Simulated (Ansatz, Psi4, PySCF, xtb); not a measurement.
Dimer: CHN (SMILES C#N) (first 3 atoms) with C2H6O (SMILES COC); geometry from B3LYP-D3(BJ)/def2-TZVP, rigid monomers moved along the line of their centres of mass till H3···O5 is 3.50 Å.
(charge 0, multiplicity 1):
```xyz
12

C     -0.293     0.188    -0.306
N     -0.362     0.310    -1.445
H     -0.227     0.074     0.765
C      0.206    -1.551     4.871
O      0.012    -0.300     4.238
C      0.065     0.793     5.136
H     -0.570    -1.736     5.622
H      1.188    -1.598     5.357
H      0.150    -2.318     4.101
H     -0.718     0.712     5.899
H     -0.093     1.700     4.556
H      1.040     0.848     5.633
```

Monomers are frozen at their geometry in the pair; levels with a basis set take the counterpoise correction. Rows marked so take none.

Cores are frozen in the correlated methods. Rows in 3-21G, 6-311+G**, 6-31G*, STO-3G carry no dispersion term and start afresh at each structure (6-31G* with six Cartesian d functions). MP2/6-31G* freezes PySCF's default core.

Run with Ansatz (Gaussian basis) for Hartree–Fock, density functionals and correlated methods; Psi4 for SAPT; PySCF for 3-21G rows, 6-311+G** rows, 6-31G* rows, STO-3G rows; xtb for the GFN methods. 

```csv
level,interaction energy (kJ/mol)
GFN-FF,-5.1
GFN1-xTB,-3.9
HF/STO-3G (no counterpoise),-4.3
B3LYP/3-21G (no counterpoise),-7.7
B3LYP/6-311+G** (no counterpoise),-7.7
MP2/6-31G*,-7.4
SCS-MP2/aug-cc-pVDZ,-7.5
CCSD(T)/aug-cc-pVDZ,-7.5
SAPT0/jun-cc-pV(D+d)Z,(withheld)
```

### Question
Some entries are withheld; supply them.

### Answer

- SAPT0/jun-cc-pV(D+d)Z, interaction energy (kJ/mol): -9.4

Ansatz is a quantum-chemistry and plane-wave program.
